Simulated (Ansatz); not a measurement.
`NC#C[SiH2][SiH3]`, relaxed with RKS PBE0-D4/def2-TZVP in Ansatz from a PBE-D4/def2-SVP geometry. The force threshold is 0.005 eV/Å; the program also tests the step.

Total charge 0; spin multiplicity 1.

Start:

```xyz
12

N     1.149    2.950   -0.752
C     1.015    1.675   -0.356
C     0.857    0.498   -0.010
Si    0.508   -1.227    0.457
Si   -1.790   -1.690    0.213
H     1.873    3.141   -1.451
H     1.097    3.667   -0.023
H     0.920   -1.495    1.883
H     1.298   -2.157   -0.429
H    -2.210   -1.492   -1.220
H    -2.602   -0.761    1.078
H    -2.115   -3.108    0.611
```

Question: How much energy does the relaxation release, and in how many steps? (Best estimate.)

Answer: Computed: 0.08 eV, in 29 steps, 2 of them rejected.

Question: Which bonds change most? (Best estimate.)

Answer: Computed: C2–C3 from 1.238 to 1.214 Å; Si4–H8 from 1.509 to 1.489 Å; Si5–H12 from 1.508 to 1.489 Å; Si4–H9 from 1.508 to 1.489 Å.

Question: Give the relaxed structure. (Best estimate.)

Answer: Computed: 
```xyz
12

N     1.261    2.855   -0.813
C     1.059    1.601   -0.409
C     0.887    0.442   -0.089
Si    0.545   -1.266    0.377
Si   -1.769   -1.601    0.271
H     2.136    3.279   -0.545
H     0.473    3.481   -0.752
H     1.026   -1.548    1.757
H     1.231   -2.217   -0.541
H    -2.266   -1.352   -1.109
H    -2.468   -0.673    1.201
H    -2.115   -2.999    0.652
```
